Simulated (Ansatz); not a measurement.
Mulliken charges of F2HSSi, SMILES `F[SiH](F)[S]` radical from PBE/def2-TZVPP in Ansatz (PBE0-D4/def2-TZVP geometry).

```
atom   x (Å)   y (Å)   z (Å)  charge (e)
  F1  -0.295  -0.440   1.515      -0.253
 Si2   0.087   0.010   0.047       0.704
  F3   0.081   1.593   0.076      -0.253
  S4  -1.256  -0.753  -1.380      -0.135
  H5   1.433  -0.483  -0.299      -0.063
```

Task: By hand: the dipole of these point charges (1 e Å = 4.8032 D).

Result: Σ q r = (0.195, -0.153, -0.164) e Å, of length 0.297 e Å = 1.43 D.

Task: How does the dipole of the full density compare? (An estimate is asked.)

Result: Computed: (0.115, -0.122, -0.142) e Å, 1.06 D; the point charges give 1.35 times that, at 10° from its direction.

Point charges leave out the atoms' own dipoles, such as those of lone pairs, and Mulliken's split depends on the basis, so the two needn't agree.
